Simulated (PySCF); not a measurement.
Zn(I)(GeH3) (GeH3IZn), SMILES [GeH3][Zn][I].

Coordinates come from a PBE0-D3(BJ)/def2-SVP optimisation. The structure was generated by enumeration; whether it is a known compound was not checked. The def2 effective core potentials stand for the cores of I; spin–orbit coupling is left out.

The numbers are results of PySCF with TDA-CAM-B3LYP/def2-SVPD, not measurements.

Vertical excitations; the highest root listed may be one member of a degenerate set. Gas-phase values at a fixed geometry. State labels are in the subgroup Cs.

Question: List the lowest excited states. (The exact figures need the calculation; the answer reports its results.)

Answer: 
```json
[
 {"state": "S1", "symmetry": "A'", "energy (eV)": "5.49", "λ (nm)": "226", "f": "0.014", "main pairs": "HOMO−1→LUMO (degenerate set)"},
 {"state": "S2", "symmetry": "A\"", "energy (eV)": "5.49", "λ (nm)": "226", "f": "0.014", "main pairs": "HOMO→LUMO (degenerate set)"},
 {"state": "S3", "symmetry": "A\"", "energy (eV)": "5.55", "λ (nm)": "223", "f": "0.000", "main pairs": "HOMO→LUMO+2 49 %, HOMO−1→LUMO+1 49 %"},
 {"state": "S4", "symmetry": "A\"", "energy (eV)": "5.60", "λ (nm)": "221", "f": "0.000", "main pairs": "HOMO−1→LUMO+1, HOMO→LUMO+2 (degenerate set)"},
 {"state": "S5", "symmetry": "A'", "energy (eV)": "5.60", "λ (nm)": "221", "f": "0.000", "main pairs": "HOMO−1→LUMO+2, HOMO→LUMO+1 (degenerate set)"},
 {"state": "S6", "symmetry": "A'", "energy (eV)": "5.75", "λ (nm)": "216", "f": "0.040", "main pairs": "HOMO−2→LUMO+2 (degenerate set)"},
 {"state": "S7", "symmetry": "A\"", "energy (eV)": "5.75", "λ (nm)": "216", "f": "0.040", "main pairs": "HOMO−2→LUMO+1 (degenerate set)"},
 {"state": "S8", "symmetry": "A'", "energy (eV)": "5.89", "λ (nm)": "211", "f": "0.067", "main pairs": "HOMO−2→LUMO 40 %, HOMO→LUMO+1 27 %, HOMO−1→LUMO+2 27 %"},
 {"state": "S9", "symmetry": "A'", "energy (eV)": "6.61", "λ (nm)": "188", "f": "1.329", "main pairs": "HOMO−2→LUMO 50 %, HOMO→LUMO+1 15 %, HOMO−1→LUMO+2 15 %"},
 {"state": "S10", "symmetry": "A\"", "energy (eV)": "7.59", "λ (nm)": "163", "f": "0.048", "main pairs": "HOMO→LUMO+3 69 %, HOMO→LUMO+4 23 %"},
 {"state": "T1", "symmetry": "A'", "energy (eV)": "5.04", "λ (nm)": "246", "f": "0", "main pairs": "HOMO−2→LUMO+2 (degenerate set)"},
 {"state": "T2", "symmetry": "A\"", "energy (eV)": "5.04", "λ (nm)": "246", "f": "0", "main pairs": "HOMO−2→LUMO+1 (degenerate set)"},
 {"state": "T3", "symmetry": "A'", "energy (eV)": "5.07", "λ (nm)": "245", "f": "0", "main pairs": "HOMO−2→LUMO 91 %"},
 {"state": "T4", "symmetry": "A'", "energy (eV)": "5.18", "λ (nm)": "239", "f": "0", "main pairs": "HOMO−1→LUMO 87 %"}
]
```
Triplets are in the Tamm–Dancoff approximation.
